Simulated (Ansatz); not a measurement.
Relaxation of Cl3H4InSi (9 atoms, charge 0, multiplicity 1), to a largest force component of 0.03 eV/Å in at most 50 steps.

The calculation used RKS B3LYP/def2-SVP in Ansatz 0.2.0.

```xyz
9
Properties=species:S:1:pos:R:3
In -0.054 0.403 0.015
Cl -0.040 0.795 2.395
Cl 1.967 0.149 -1.142
Cl -2.084 0.389 -1.148
Si 0.167 -3.092 1.298
H -0.621 -3.457 0.086
H 1.591 -3.475 1.103
H -0.406 -3.753 2.504
H 0.082 -1.631 1.509
```

Where does it end, and by what steps?

It converged. The force dipped under the threshold on the way, but the program's further checks kept it going. After 13 steps the energy has fallen by 0.228 eV; Cl2 moved furthest, 0.93 Å.

| step | energy less start (eV) | largest force component (eV/Å) | accepted |
| --- | --- | --- | --- |
| 0 | 0.0000 | 0.844 | yes |
| 1 | -0.1116 | 0.218 | yes |
| 2 | -0.1466 | 0.212 | yes |
| 3 | -0.1841 | 0.189 | yes |
| 4 | -0.2057 | 0.061 | yes |
| 5 | -0.2131 | 0.030 | yes |
| 6 | -0.2168 | 0.250 | yes |
| 7 | -0.2212 | 0.087 | yes |
| 8 | -0.2241 | 0.031 | yes |
| 9 | -0.2261 | 0.037 | yes |
| 10 | -0.2266 | 0.041 | yes |
| 11 | -0.2274 | 0.016 | yes |
| 12 | -0.2278 | 0.014 | yes |
| 13 | -0.2281 | 0.018 | yes |

```xyz
9
Properties=species:S:1:pos:R:3
In -0.086 0.340 0.277
Cl 0.263 1.650 2.193
Cl 1.760 -0.320 -1.028
Cl -2.248 0.100 -0.610
Si 0.194 -3.129 1.144
H -0.105 -3.406 -0.282
H 1.624 -3.359 1.471
H -0.710 -3.885 2.048
H -0.089 -1.664 1.407
```

Whether the end is a true minimum wasn't checked by a vibrational analysis.

The run took 14 s on 4 threads of AMD EPYC 9R45 96-Core Processor (Zen 5) (shared host), peak memory 0.36 GiB.
